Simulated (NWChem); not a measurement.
System: SiH4O4; SMILES [Si](O)(O)(O)O

```xyz
9

O      1.4184     0.0000     0.8737
Si     0.0000     0.0000     0.0000
O      0.0000     1.4184    -0.8737
O      0.0000    -1.4184    -0.8737
O     -1.4184     0.0000     0.8737
H      1.7020     0.8908     1.1436
H     -0.8908     1.7020    -1.1436
H      0.8908    -1.7020    -1.1436
H     -1.7020    -0.8908     1.1436
```
Atoms are numbered in this order, from 1.

Computed with NWChem. All runs use the structure optimised with PBE-D3(BJ)/def2-SVP. Level TPSS/def2-TZVP: single points from the atomic guess with DIIS by default; each run changes one setting, and all converged runs end within 0.3 mHa of each other.

**Question.** Which setting needs the most SCF iterations, or fails (defaults; level shift of 0.5 Ha throughout; core-Hamiltonian guess; no DIIS, 40 % damping; occupation smearing of 0.005 Ha; no level shifting)?

**Answer.** core-Hamiltonian guess, with 114 against 7 for the defaults.
```
setting                           SCF iterations
--------------------------------  --------------
defaults                                       7
level shift of 0.5 Ha throughout              11
no level shifting                              7
occupation smearing of 0.005 Ha                7
no DIIS, 40 % damping                         20
core-Hamiltonian guess                       114
```
